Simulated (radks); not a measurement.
Values are calculated unless marked as measured or tabulated.
These are the eigenvalues of the occupied orbitals of an atom or ion with whole-number occupations (eV). Level of theory: non-relativistic Kohn-Sham, BLYP, spin-polarised, spherical densities, point nucleus (a radial shooting solver on a logarithmic mesh with Libxc functionals).

1s down: -42600.17
1s up: -42600.16
2s up: -6724.632
2s down: -6724.594
2p up: -6381.477
2p down: -6381.457
3s up: -1482.493
3s down: -1480.874
3p up: -1331.793
3p down: -1330.308
3d up: -1050.838
3d down: -1049.753
4s up: -311.6512
4s down: -308.1644
4p up: -254.0372
4p down: -250.5672
4d up: -152.0993
4d down: -148.6781
5s up: -59.0298
5s down: -57.4994
5p up: -42.9571
5p down: -41.7317
4f up: -30.7889
5f up: -6.3261

Which element is it, and in what charge state? The configuration may be excited. Open shells, if any, are filled with parallel spins first.

Answer. Z = 61, promethium, charge +2: Pm2+ in [Xe] 4f4 5f1. The list shows which subshells hold electrons but not how many an open one holds; the 1s level, -1565.5 hartree, gives Z - s = 56.0 by -(Z - s)^2/2, which with screening narrows Z to a few neighbours, and the depths of the outer levels then fix element, charge and occupations together.
